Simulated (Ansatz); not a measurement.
Born–Oppenheimer molecular dynamics of CH6OSn (9 atoms, charge 0, multiplicity 1). It goes on from the last frame of an earlier run, with new velocities.

Theory: RKS PBE-D4/def2-SVP in Ansatz 0.2.0.

```json
{
  "ensemble": "NVT, Langevin thermostat",
  "time step": "0.5 fs",
  "steps asked": "150",
  "set temperature": "500 K",
  "friction": "0.05 /fs",
  "temperature schedule": "37 steps to 500 K, then 113 steps to 125 K",
  "seed": "722431"
}
```

First frame:

```xyz
9
Properties=species:S:1:pos:R:3
Sn -0.115 -0.073 -0.028
C 0.118 -0.040 2.191
H -0.365 0.753 2.839
H 0.007 -1.047 2.699
H 1.222 0.213 2.228
O 1.876 0.182 -0.686
H 2.529 -0.208 0.042
H -0.654 1.260 -0.783
H -1.128 -1.407 -0.350
```

**Question.** How far do the bonds stretch over the last three quarters of this one trajectory? (Pairs bonded in most of those frames.)

**Answer.** 
```tsv
bond	mean (Å)	spread (Å)	shortest	longest
Sn1–C2	2.191	0.045	2.13	2.28
Sn1–O6	2.030	0.045	1.97	2.10
Sn1–H8	1.739	0.040	1.64	1.81
Sn1–H9	1.745	0.036	1.69	1.81
C2–H3	1.109	0.022	1.07	1.15
C2–H4	1.112	0.018	1.08	1.14
C2–H5	1.113	0.014	1.08	1.14
O6–H7	0.978	0.022	0.93	1.02
```

Mean temperature of the second half: 259 K. The schedule's set-point averaged 249 K over the second half and the system 259 K. A run of 0.075 ps of so small a system gives no equilibrium averages.

Run time: 5.8 min on 1 thread of Arm Neoverse V2, on a shared host, peak memory 0.11 GiB.
